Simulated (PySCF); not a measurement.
Electron correlation in Xe²⁺ (xenon, charge +2)

[Kr] 4d10 5s2 5p4, high-spin 3P determinant. Computed with PySCF 2.14 in def2-TZVP with the def2 core potential (28 electrons), with a scalar-relativistic core potential. Frozen: 4s2 4p6 4d10; 6 electrons correlated.

MP2 pair energies summed by pair of shells (mhartree):

| pair | energy | share (%) |
| --- | --- | --- |
| 5p-5p | -41.71 | 46.2 |
| 5s-5p | -41.69 | 46.2 |
| 5s-5s | -6.88 | 7.6 |

Total MP2 correlation energy: -90.27 mhartree.

Same-spin part -20.11 and opposite-spin part -70.16 mhartree; SCS-MP2 scales them by 1/3 and 6/5 to -90.90 mhartree.

| level | correlation energy (mhartree) |
| --- | --- |
| CCSD | -108.14 |
| (T) | -2.57 |
| CCSD(T) | -110.71 |

Diagnostics: T1 = 0.0066, D1 = 0.0203, largest double amplitude 0.044.

Q: Is a single reference adequate?

A: Yes, within this model without spin-orbit coupling: T1 lies below 0.03 and no double amplitude reaches 0.07.
